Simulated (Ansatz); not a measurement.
`[NH2][Ge]([F])([F])[F]`, relaxed with RKS PBE0-D4/def2-TZVP in Ansatz 0.2.0 from a PBE-D4/def2-SVP geometry. The force threshold is 0.005 eV/Å; the program also tests the step.

Charge 0, multiplicity 1.

Start:

```xyz
7

N    -0.668    0.851   -0.526
Ge    0.214   -0.534    0.230
F    -0.728   -1.189    1.527
F     0.486   -1.769   -0.951
F     1.778   -0.209    0.921
H    -0.182    1.250   -1.338
H    -0.900    1.599    0.137
```

(1) How much energy does the relaxation release, and in how many steps? (Best estimate.)

(2) Which bonds change most? (Best estimate.)

(3) Give the relaxed structure. (Estimate.)

Results:

(1) Computed: 5.07 kJ/mol, in 6 steps.

(2) Computed: Ge2–F5 from 1.741 to 1.713 Å; Ge2–F4 from 1.731 to 1.705 Å; Ge2–F3 from 1.731 to 1.705 Å; N1–Ge2 from 1.808 to 1.784 Å.

(3) The calculation gave: 
```xyz
7

N    -0.634    0.851   -0.510
Ge    0.218   -0.530    0.231
F    -0.714   -1.173    1.505
F     0.481   -1.745   -0.935
F     1.759   -0.227    0.915
H    -0.198    1.239   -1.334
H    -0.911    1.584    0.127
```
